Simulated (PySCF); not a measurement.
LDA on In⁻ (indium, charge -1), [Kr] 4d10 5s2 5p2, high-spin 3P determinant. Calculation: PySCF 2.14, in aug-cc-pVQZ-PP with one added diffuse shell each of s, p, d, f, g type with ECP28MDF (8s8p6d4f3g, 117 functions); a scalar-relativistic core potential.

```
cycle= 1 E= -189.817334129149  delta_E= -0.0173  |g|= 0.134  |ddm|= 1.11
cycle= 2 E= -189.814155240424  delta_E= 0.00318  |g|= 0.153  |ddm|= 0.587
cycle= 3 E= -189.817796259006  delta_E= -0.00364  |g|= 0.0221  |ddm|= 2.06
cycle= 4 E= -189.821782265556  delta_E= -0.00399  |g|= 0.00272  |ddm|= 2.23
cycle= 5 E= -189.821323952099  delta_E= 0.000458  |g|= 0.0101  |ddm|= 0.163
cycle= 6 E= -189.821718318811  delta_E= -0.000394  |g|= 0.00433  |ddm|= 0.106
cycle= 7 E= -189.821802784937  delta_E= -8.45e-05  |g|= 0.000802  |ddm|= 0.0735
cycle= 8 E= -189.821806692407  delta_E= -3.91e-06  |g|= 0.000283  |ddm|= 0.0219
cycle= 9 E= -189.821806924455  delta_E= -2.32e-07  |g|= 0.000159  |ddm|= 0.00213
cycle= 10 E= -189.821807053799  delta_E= -1.29e-07  |g|= 1.4e-05  |ddm|= 0.0026
cycle= 11 E= -189.821807054779  delta_E= -9.8e-10  |g|= 2.59e-06  |ddm|= 0.000189
converged SCF energy = -189.821807054779  <S^2> = 2.0007119  2S+1 = 3.0004745
```

Highest occupied orbital energy: 0.784 eV; ⟨L²⟩ = 2.01; populations by l: s 4.00, p 8.00, d 10.00, f 0.00.

(1) Can this result be used?

Answers

(1) With care. The calculation finished and met its thresholds. Energies and moments cover only the electrons outside the core potential. At LDA the highest occupied level has a positive energy, so only the finite basis holds that electron; in a semilocal or global hybrid functional this comes from self-interaction and does not mean that the real anion is unbound.
